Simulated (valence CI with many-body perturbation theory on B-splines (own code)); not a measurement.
# Yb⁶⁵⁺: calculated level list

Calculated by configuration interaction combined with many-body perturbation theory (CI+MBPT): three valence electrons over a frozen Dirac-Fock core [He], radial functions for each j: 11 s, 11 p, 10 d, 8 f, 5 g, 2 h, with the one-electron correlation potential Σ1 (screened to all orders), the two-electron term Σ2, the three-electron term Σ3, Breit, model QED; selected single and double excitations, second order for the rest, scaled by the run's own slope (own B-spline code, finite nucleus).

No measured spectrum was set against this ion. As an estimate, large intervals hold to a few tenths of a per cent, small ones and those within an open d or f shell to about a per cent.

Levels 91 to 135 of 165, with energies above the lowest level, (2s^2 2p1/2) J=1/2. "Leading %" is the weight of the configuration and term that name the level; weights of strongly mixed levels are sums over their largest components and can fall short. In the jj column 3d3/2^4 stands for four electrons in 3d with j = 3/2.

| No. | Configuration | Term | J | E (eV) | Leading % | g | Second component | Leading jj |
| --- | --- | --- | --- | --- | --- | --- | --- | --- |
| 91 | 2p2.3p | 2P° | 1/2 | 11374 | 87 | 0.631 | 8 % 2p2.3p 4D° | 2p1/2 2p3/2 3p3/2 (99 %) |
| 92 | 2p2.3d | 2G | 7/2 | 11381 | 54 | 1.004 | 25 % 2p2.3d 2F | 2p1/2 2p3/2 3d3/2 (99 %) |
| 93 | 2p2.3d | 2D | 5/2 | 11396 | 37 | 1.123 | 32 % 2p2.3d 2F | 2p1/2 2p3/2 3d3/2 (98 %) |
| 94 | 2p2.3d | 2D | 3/2 | 11402 | 47 | 1.099 | 17 % 2p2.3d 2P | 2p1/2 2p3/2 3d3/2 (99 %) |
| 95 | 2p2.3d | 2P | 1/2 | 11411 | 38 | 1.624 | 33 % 2p2.3d 4P | 2p1/2 2p3/2 3d3/2 (100 %) |
| 96 | 2p2.3d | 4D | 7/2 | 11451 | 46 | 1.294 | 39 % 2p2.3d 4F | 2p1/2 2p3/2 3d5/2 (100 %) |
| 97 | 2p2.3d | 2G | 9/2 | 11469 | 64 | 1.167 | 36 % 2p2.3d 4F | 2p1/2 2p3/2 3d5/2 (100 %) |
| 98 | 2p2.3d | 2P | 3/2 | 11469 | 39 | 1.314 | 26 % 2p2.3d 4P | 2p1/2 2p3/2 3d5/2 (99 %) |
| 99 | 2p2.3d | 2F | 5/2 | 11471 | 44 | 1.131 | 20 % 2p2.3d 4D | 2p1/2 2p3/2 3d5/2 (99 %) |
| 100 | 2p2.3d | 2D | 5/2 | 11488 | 59 | 1.247 | 27 % 2p2.3d 4P | 2p1/2 2p3/2 3d5/2 (99 %) |
| 101 | 2p2.3d | 2F | 7/2 | 11495 | 70 | 1.123 | 12 % 2p2.3d 2G | 2p1/2 2p3/2 3d5/2 (99 %) |
| 102 | 2p2.3d | 2D | 3/2 | 11502 | 57 | 0.962 | 30 % 2p2.3d 2P | 2p1/2 2p3/2 3d5/2 (100 %) |
| 103 | 2p2.3d | 2P | 1/2 | 11508 | 58 | 1.208 | 37 % 2p2.3d 2S | 2p1/2 2p3/2 3d5/2 (100 %) |
| 104 | 2p2.3s | 4P | 5/2 | 12068 | 65 | 1.430 | 35 % 2p2.3s 2D | 2p3/2^2 3s (100 %) |
| 105 | 2p2.3s | 2P | 3/2 | 12079 | 55 | 1.156 | 34 % 2p2.3s 2D | 2p3/2^2 3s (100 %) |
| 106 | 2p2.3s | 2S | 1/2 | 12136 | 68 | 1.979 | 21 % 2p2.3s 4P | 2p3/2^2 3s (100 %) |
| 107 | 2p2.3p | 4P° | 3/2 | 12148 | 27 | 1.426 | 20 % 2p2.3p 4S° | 2p3/2^2 3p1/2 (100 %) |
| 108 | 2p2.3p | 2D° | 5/2 | 12150 | 39 | 1.167 | 26 % 2p2.3p 2F° | 2p3/2^2 3p1/2 (100 %) |
| 109 | 2p2.3p | 2P° | 1/2 | 12213 | 76 | 0.648 | 17 % 2p2.3p 4D° | 2p3/2^2 3p1/2 (100 %) |
| 110 | 2p2.3p | 4D° | 7/2 | 12463 | 65 | 1.304 | 35 % 2p2.3p 2F° | 2p3/2^2 3p3/2 (100 %) |
| 111 | 2p2.3p | 2D° | 5/2 | 12463 | 52 | 1.302 | 38 % 2p2.3p 4P° | 2p3/2^2 3p3/2 (100 %) |
| 112 | 2p2.3p | 2P° | 1/2 | 12465 | 55 | 1.256 | 35 % 2p2.3p 2S° | 2p3/2^2 3p3/2 (100 %) |
| 113 | 2p2.3p | 2P° | 3/2 | 12513 | 62 | 1.300 | 15 % 2p2.3p 2D° | 2p3/2^2 3p3/2 (100 %) |
| 114 | 2p2.3d | 2D | 3/2 | 12534 | 30 | 1.166 | 26 % 2p2.3d 4P | 2p3/2^2 3d3/2 (100 %) |
| 115 | 2p2.3d | 4D | 5/2 | 12536 | 29 | 1.143 | 24 % 2p2.3d 2F | 2p3/2^2 3d3/2 (98 %) |
| 116 | 2p2.3d | 2F | 7/2 | 12536 | 39 | 1.081 | 30 % 2p2.3d 2G | 2p3/2^2 3d3/2 (100 %) |
| 117 | 2p2.3d | 4P | 1/2 | 12540 | 48 | 1.625 | 26 % 2p2.3d 2P | 2p3/2^2 3d3/2 (98 %) |
| 118 | 2p2.3p | 2P° | 3/2 | 12541 | 63 | 1.312 | 14 % 2p2.3p 2D° | 2p3/2^2 3p3/2 (100 %) |
| 119 | 2s2.4s | 2S | 1/2 | 12582 | 98 | 1.992 |  | 2s^2 4s (98 %) |
| 120 | 2p2.3d | 2D | 3/2 | 12600 | 65 | 0.837 | 13 % 2p2.3d 4F | 2p3/2^2 3d3/2 (94 %) |
| 121 | 2p2.3d | 2F | 7/2 | 12607 | 51 | 1.227 | 39 % 2p2.3d 4D | 2p3/2^2 3d5/2 (100 %) |
| 122 | 2p2.3d | 4F | 9/2 | 12607 | 64 | 1.233 | 35 % 2p2.3d 2G | 2p3/2^2 3d5/2 (100 %) |
| 123 | 2s2.4p | 2P° | 1/2 | 12615 | 98 | 0.656 |  | 2s^2 4p1/2 (98 %) |
| 124 | 2p2.3d | 2P | 1/2 | 12622 | 58 | 1.219 | 26 % 2p2.3d 2S | 2p3/2^2 3d5/2 (98 %) |
| 125 | 2p2.3d | 2D | 5/2 | 12647 | 60 | 1.189 | 16 % 2p2.3d 2F | 2p3/2^2 3d5/2 (99 %) |
| 126 | 2p2.3d | 2D | 3/2 | 12650 | 41 | 1.173 | 40 % 2p2.3d 2P | 2p3/2^2 3d5/2 (94 %) |
| 127 | 2p2.3d | 2D | 5/2 | 12686 | 67 | 1.183 | 12 % 2p2.3d 2F | 2p3/2^2 3d5/2 (99 %) |
| 128 | 2s.2p.4s | 4P° | 1/2 | 12742 | 77 | 2.192 | 23 % 2s.2p.4s 2P° | 2s 2p1/2 4s (100 %) |
| 129 | 2s2.4p | 2P° | 3/2 | 12752 | 88 | 1.348 | 6 % 2s.2p.4s 4P° | 2s^2 4p3/2 (88 %) |
| 130 | 2s.2p.4p | 4D | 1/2 | 12771 | 66 | 0.420 | 21 % 2s.2p.4p 2P | 2s 2p1/2 4p1/2 (100 %) |
| 131 | 2s.2p.4s | 4P° | 3/2 | 12774 | 53 | 1.516 | 36 % 2s.2p.4s 2P° | 2s 2p1/2 4s (89 %) |
| 132 | 2s2.4d | 2D | 3/2 | 12776 | 96 | 0.797 |  | 2s^2 4d3/2 (96 %) |
| 133 | 2s.2p.4s | 2P° | 1/2 | 12779 | 86 | 0.883 | 14 % 2s.2p.4s 4P° | 2s 2p1/2 4s (100 %) |
| 134 | 2s.2p.4p | 4D | 3/2 | 12802 | 39 | 1.090 | 32 % 2s.2p.4p 2D | 2s 2p1/2 4p1/2 (98 %) |
| 135 | 2s.2p.4p | 4P | 1/2 | 12812 | 42 | 1.772 | 19 % 2s.2p.4p 2S | 2s 2p1/2 4p1/2 (100 %) |
